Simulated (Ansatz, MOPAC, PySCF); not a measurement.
Molecule: PbClF (charge 0, singlet). SMILES: [F][Pb][Cl]
Geometry: optimised at B3LYP-D3(BJ)/def2-TZVP (Ansatz, a program for electronic structure).

Wanted: size of the dipole moment, in D. Set-up: spin-orbit terms left out; LANL2DZ with its own core potentials from Na on; def2 sets with scalar-relativistic core potentials past Kr; dispersion terms only where a functional's name holds one; six Cartesian d functions in 6-31G* and its kin unless marked 5d. Ab initio and DFT rows: single points at B3LYP-D3(BJ) geometries (Ansatz). Semi-empirical rows: dipoles at the shared geometry.

```
level                              program  size of the dipole moment (D)
---------------------------------  -------  -----------------------------
PM3                                  MOPAC                           5.41
PBE/LANL2DZ                         Ansatz                           4.98
PBE/6-31G* with LANL2DZ past Ar     Ansatz                           4.54
BP86/def2-SVP                        PySCF                           4.15
B3LYP/LANL2DZ                       Ansatz                           5.47
B3LYP/6-31G* with LANL2DZ past Ar   Ansatz                           4.98
```

No value to compare with is used here. The 6 habitual levels span 4.15 (BP86/def2-SVP) to 5.47 D (B3LYP/LANL2DZ).

The levels are drawn from those run, B3LYP/6-31G* more often than the rest, none by its result; left out are runs that failed, that the program found above a lower state of the same kind, or whose <S^2> lies over 0.5 above the pure value.
